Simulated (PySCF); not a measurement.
# How the method moves the HOMO and LUMO of `CB(F)OCF`

Compound: C2H5BF2O.
SMILES with atom numbers: `[CH3:1][B:2]([F:3])[O:4][CH2:5][F:6]` (hydrogens: H7, H8, H9 on C1; H10, H11 on C5)

Cartesian coordinates in Å at the PBE0-D3(BJ)/def2-SVP level; atoms count from 1:
```
atom  x, y, z in Å
C1     1.9090    0.1242    0.0275
B2     0.3588    0.2831    0.0078
F3    -0.2060    1.3268   -0.6041
O4    -0.4616   -0.6330    0.5921
C5    -1.8303   -0.4386    0.6664
F6    -2.1219    0.3529    1.7305
H7     2.3060    0.1158   -1.0005
H8     2.2352   -0.7862    0.5462
H9     2.3632    0.9978    0.5235
H10   -2.2999   -1.4228    0.8196
H11   -2.2182    0.0497   -0.2434
```

Basis pcSseg-2 throughout (PySCF), one geometry. One conformer (not necessarily the lowest) at the PBE0-D3(BJ)/def2-SVP geometry, without solvent, vibrations or thermal averaging.

Q: How do the orbital energies, the gap and the dipole change with the method?

A: 
```json
{"method": "OPBE", "kind": "GGA", "HOMO (eV)": "-7.68", "LUMO (eV)": "-0.34", "gap (eV)": "7.35", "μ (D)": "1.43", "SCF cycles": "16"}
{"method": "BLYP", "kind": "GGA", "HOMO (eV)": "-7.72", "LUMO (eV)": "-0.45", "gap (eV)": "7.27", "μ (D)": "1.48", "SCF cycles": "15"}
{"method": "PBE", "kind": "GGA", "HOMO (eV)": "-7.75", "LUMO (eV)": "-0.55", "gap (eV)": "7.20", "μ (D)": "1.46", "SCF cycles": "15"}
{"method": "B97-D", "kind": "GGA", "HOMO (eV)": "-7.81", "LUMO (eV)": "-0.35", "gap (eV)": "7.46", "μ (D)": "1.48", "SCF cycles": "15"}
{"method": "LDA", "kind": "LDA", "HOMO (eV)": "-7.86", "LUMO (eV)": "-0.84", "gap (eV)": "7.02", "μ (D)": "1.52", "SCF cycles": "15"}
{"method": "BP86", "kind": "GGA", "HOMO (eV)": "-7.86", "LUMO (eV)": "-0.60", "gap (eV)": "7.27", "μ (D)": "1.47", "SCF cycles": "15"}
{"method": "KT2", "kind": "GGA", "HOMO (eV)": "-7.92", "LUMO (eV)": "-0.56", "gap (eV)": "7.36", "μ (D)": "1.49", "SCF cycles": "15"}
{"method": "KT3", "kind": "GGA", "HOMO (eV)": "-7.97", "LUMO (eV)": "-0.51", "gap (eV)": "7.46", "μ (D)": "1.48", "SCF cycles": "16"}
{"method": "B97-2", "kind": "global hybrid", "HOMO (eV)": "-9.18", "LUMO (eV)": "0.49", "gap (eV)": "9.67", "μ (D)": "1.56", "SCF cycles": "14"}
{"method": "B3LYP", "kind": "global hybrid", "HOMO (eV)": "-9.24", "LUMO (eV)": "0.18", "gap (eV)": "9.42", "μ (D)": "1.58", "SCF cycles": "13"}
{"method": "PBE0", "kind": "global hybrid", "HOMO (eV)": "-9.46", "LUMO (eV)": "0.47", "gap (eV)": "9.93", "μ (D)": "1.57", "SCF cycles": "14"}
{"method": "mPW1PW91", "kind": "global hybrid", "HOMO (eV)": "-9.50", "LUMO (eV)": "0.46", "gap (eV)": "9.96", "μ (D)": "1.57", "SCF cycles": "14"}
{"method": "CAM-B3LYP", "kind": "range-separated hybrid", "HOMO (eV)": "-11.00", "LUMO (eV)": "1.22", "gap (eV)": "12.21", "μ (D)": "1.62", "SCF cycles": "12"}
{"method": "BHandHLYP", "kind": "global hybrid", "HOMO (eV)": "-11.14", "LUMO (eV)": "1.05", "gap (eV)": "12.20", "μ (D)": "1.69", "SCF cycles": "12"}
{"method": "wB97X-D", "kind": "range-separated hybrid", "HOMO (eV)": "-11.41", "LUMO (eV)": "2.28", "gap (eV)": "13.69", "μ (D)": "1.57", "SCF cycles": "13"}
{"method": "LC-wPBE", "kind": "range-separated hybrid", "HOMO (eV)": "-12.31", "LUMO (eV)": "2.38", "gap (eV)": "14.69", "μ (D)": "1.60", "SCF cycles": "13"}
{"method": "HF", "kind": "Hartree–Fock", "HOMO (eV)": "-13.68", "LUMO (eV)": "2.64", "gap (eV)": "16.32", "μ (D)": "1.78", "SCF cycles": "10"}
```

The HOMO spans 6.00 eV, from OPBE down to HF, and the gap runs from 7.02 eV (LDA) to 16.32 eV (HF). Over the methods OPBE (0 %), BLYP (0 %), PBE (0 %), B97-D (0 %), LDA (0 %), BP86 (0 %), KT2 (0 %), KT3 (0 %), B97-2 (21 %), B3LYP (20 %), PBE0 (25 %), mPW1PW91 (25 %), BHandHLYP (50 %), HF (100 %), a straight line through the gap against the share of exact exchange rises by 0.92 eV for each 10 % (correlation coefficient 0.997). The dipole ranges from 1.43 D (OPBE) to 1.78 D (HF). This basis has no diffuse functions.
